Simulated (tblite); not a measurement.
Species: C4H7Se (doublet state).
Atom-mapped SMILES: `[CH2:1]=[CH:2][C@@H:3]([CH3:4])[Se:5]` (hydrogens: H6, H7 on C1; H8 on C2; H9 on C3; H10, H11, H12 on C4)
Bond orders are those of one Lewis drawing.

Computed with GFN2-xTB (tblite), gas phase: L-BFGS steps from a force-field or distance-geometry start until the largest atomic force falls under 0.01 eV/Å.

Step 36: E = -414.8997 eV
```
atom  x, y, z in Å  |  force x, y, z in eV/Å
C1      2.0400    0.0855    0.1238    0.037  -0.013  -0.005
C2      0.8304   -0.1868   -0.3324   -0.044  -0.008   0.014
C3     -0.3965   -0.2225    0.5027   -0.074  -0.046  -0.001
C4     -1.5758    0.4495   -0.1745   -0.039   0.011  -0.017
Se5    -0.8690   -2.1521    0.8330    0.062  -0.009   0.003
H6      2.8982    0.0915   -0.5250    0.023   0.023  -0.008
H7      2.2226    0.3123    1.1605   -0.013  -0.001   0.035
H8      0.6741   -0.4111   -1.3805    0.016  -0.025   0.028
H9     -0.2227    0.1842    1.5019    0.050   0.020  -0.034
H10    -1.7336    0.0068   -1.1558   -0.061   0.029  -0.032
H11    -2.4849    0.3285    0.4118    0.009   0.014   0.008
H12    -1.3815    1.5135   -0.2998    0.031   0.004   0.009
```

Step 37: E = -414.9006 eV
```
atom  x, y, z in Å  |  force x, y, z in eV/Å
C1      2.0371    0.0897    0.1239    0.000   0.009  -0.027
C2      0.8305   -0.1954   -0.3345   -0.006  -0.031   0.020
C3     -0.3970   -0.2295    0.5008   -0.057  -0.012  -0.010
C4     -1.5730    0.4527   -0.1719   -0.043   0.012  -0.022
Se5    -0.8763   -2.1557    0.8251    0.056  -0.023   0.006
H6      2.8962    0.0976   -0.5231    0.037   0.013  -0.010
H7      2.2148    0.3357    1.1575   -0.022  -0.013   0.022
H8      0.6815   -0.4388   -1.3809    0.008  -0.001   0.079
H9     -0.2196    0.1756    1.5007    0.047   0.010  -0.046
H10    -1.7355    0.0180   -1.1556   -0.053   0.017  -0.044
H11    -2.4812    0.3327    0.4144   -0.017   0.006   0.025
H12    -1.3763    1.5167   -0.2907    0.049   0.013   0.009
```

Step 38: E = -414.9014 eV
```
atom  x, y, z in Å  |  force x, y, z in eV/Å
C1      2.0351    0.0918    0.1244   -0.043   0.023  -0.055
C2      0.8300   -0.2013   -0.3349    0.043  -0.036   0.045
C3     -0.3987   -0.2349    0.4998   -0.018   0.021  -0.024
C4     -1.5719    0.4547   -0.1709   -0.038   0.013  -0.022
Se5    -0.8786   -2.1586    0.8199    0.044  -0.037   0.010
H6      2.8943    0.1023   -0.5227    0.037   0.003  -0.005
H7      2.2103    0.3502    1.1555   -0.026  -0.020   0.020
H8      0.6866   -0.4567   -1.3793   -0.003   0.008   0.081
H9     -0.2168    0.1709    1.4991    0.031  -0.001  -0.050
H10    -1.7385    0.0263   -1.1566   -0.041   0.009  -0.043
H11    -2.4793    0.3362    0.4156   -0.040   0.001   0.037
H12    -1.3713    1.5184   -0.2844    0.054   0.015   0.006
```

Step 39: E = -414.9025 eV
```
atom  x, y, z in Å  |  force x, y, z in eV/Å
C1      2.0333    0.0936    0.1246   -0.060   0.045  -0.044
C2      0.8294   -0.2068   -0.3343    0.070  -0.047   0.034
C3     -0.4015   -0.2400    0.4979    0.029   0.052  -0.030
C4     -1.5721    0.4569   -0.1708   -0.022   0.008  -0.015
Se5    -0.8774   -2.1621    0.8162    0.026  -0.046   0.012
H6      2.8931    0.1074   -0.5221    0.028  -0.010   0.002
H7      2.2055    0.3619    1.1541   -0.026  -0.024   0.008
H8      0.6919   -0.4737   -1.3761   -0.017   0.015   0.061
H9     -0.2136    0.1668    1.4958    0.003  -0.006  -0.038
H10    -1.7436    0.0349   -1.1586   -0.028   0.005  -0.029
H11    -2.4783    0.3401    0.4174   -0.052   0.001   0.037
H12    -1.3656    1.5203   -0.2785    0.049   0.008   0.003
```

Task: Estimate the geometry and energy of step 40. (The exact step hangs on the optimiser's Hessian estimate; all steps are aligned on step 39, rigid shifts and turns removed.)

Result: E = -414.9034 eV, largest force 0.099 eV/Å
```
atom  x, y, z in Å  |  force x, y, z in eV/Å
C1      2.0317    0.0961    0.1245   -0.063   0.037  -0.035
C2      0.8293   -0.2114   -0.3341    0.087  -0.028   0.037
C3     -0.4036   -0.2425    0.4950    0.056   0.046  -0.028
C4     -1.5736    0.4587   -0.1715   -0.003   0.003  -0.003
Se5    -0.8734   -2.1650    0.8152    0.010  -0.045   0.009
H6      2.8933    0.1108   -0.5205    0.012  -0.017   0.008
H7      2.2012    0.3672    1.1538   -0.024  -0.014   0.005
H8      0.6958   -0.4851   -1.3731   -0.028   0.010   0.008
H9     -0.2109    0.1641    1.4916   -0.019   0.002  -0.018
H10    -1.7496    0.0412   -1.1611   -0.018   0.009  -0.003
H11    -2.4781    0.3434    0.4203   -0.044   0.005   0.021
H12    -1.3609    1.5218   -0.2746    0.034  -0.007  -0.003
```

The energy changes by -0.0009 eV. The first-order estimate −F·Δx gives -0.0013 eV and the mean of the old and new forces, exact on a quadratic surface, -0.0009 eV. The step makes an angle of 72° with the force vector and moves no atom by more than 0.012 Å.

What follows is the cost of the whole relaxation. Hardware: one thread, Arm Neoverse V2 (aarch64), no GPU, shared host with 96 logical CPUs at a one-minute load of 64. Cost: 0.24 s wall.
